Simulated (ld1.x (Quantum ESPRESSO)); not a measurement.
## Which change was made? (Ir, RRKJ)

| Property | Result |
| --- | --- |
| Element | Ir (Z = 77) |
| Generator | ld1.x (Quantum ESPRESSO) 7.5 |
| Type | norm-conserving RRKJ (Kleinman–Bylander form) |
| Functional | LDA (PZ) |
| Relativity | scalar-relativistic |
| Frozen core | [Kr] 4d10 4f14 |
| Valence charge | 17 |
| Reference configuration | 5s2 5p6 5d6 6s0 6p0 (charge +3) |
| Partial waves | 5p (bound): rc 2.00 bohr; 5d (bound): rc 2.30 bohr; 5f channel at 0.1 Ry: rc 2.45 bohr; 5s (bound): rc 1.10 bohr |
| Local potential | the s channel |
| Core correction | a·sin(br)/r model core inside 0.85 bohr |

Cutoffs, loose and tight: the cutoffs (Ry, on a coarse ladder) from which the occupation-weighted sum of valence levels, in a spherical-Bessel basis at the reference potential, stays within 10 and 1 mRy of its value at 400 Ry. They do not see the model core or the augmentation charge, which bear on the density cutoff. Test errors are all-electron minus pseudo excitation energies from the reference, over the configurations 5s2 5p6 5d7 6s2 6p0; 5s2 5p6 5d7 6s1 6p0; 5s2 5p6 5d7 6s0 6p0; 5s2 5p6 5d7 6s1 6p1; 5s2 5p5 5d7 6s2 6p0; 5s1 5p6 5d7 6s2 6p0; 5s2 5p6 5d7.5 6s1.5 6p0 (two spin-polarised tests are not counted in the largest error); variants that change the core or the reference have their own tests.

The base gives: outcome: generated; cutoff, loose: 120 Ry; cutoff, tight: 200 Ry; bound ghosts: none; largest test error (meV): +368.

(1) After one change the result is: outcome: generated; cutoff, loose: 140 Ry; cutoff, tight: 230 Ry; bound ghosts: none; largest test error (meV): +247. Which change was it?
A. all radii but the core radius scaled by about 1.18 (s 1.30, p 2.36, d 2.72, f 2.90 bohr)
B. all radii but the core radius scaled by about 0.95 (s 1.04, p 1.90, d 2.20, f 2.34 bohr)
C. all radii but the core radius scaled by about 1.29 (s 1.42, p 2.58, d 2.96, f 3.16 bohr)
D. all radii but the core radius scaled by about 0.76 (s 0.84, p 1.52, d 1.74, f 1.86 bohr)

Results:

(1) B. The others give: all radii but the core radius scaled by about 1.18 (s 1.30, p 2.36, d 2.72, f 2.90 bohr) → outcome: generated; cutoff, loose: 90 Ry; cutoff, tight: 160 Ry; bound ghosts: none; largest test error (meV): +1591 | all radii but the core radius scaled by about 1.29 (s 1.42, p 2.58, d 2.96, f 3.16 bohr) → outcome: generated; cutoff, loose: 80 Ry; cutoff, tight: 120 Ry; bound ghosts: none; largest test error (meV): +3679 | all radii but the core radius scaled by about 0.76 (s 0.84, p 1.52, d 1.74, f 1.86 bohr) → outcome: generated; cutoff, loose: 230 Ry; cutoff, tight: over 300 Ry; bound ghosts: none; largest test error (meV): +526.
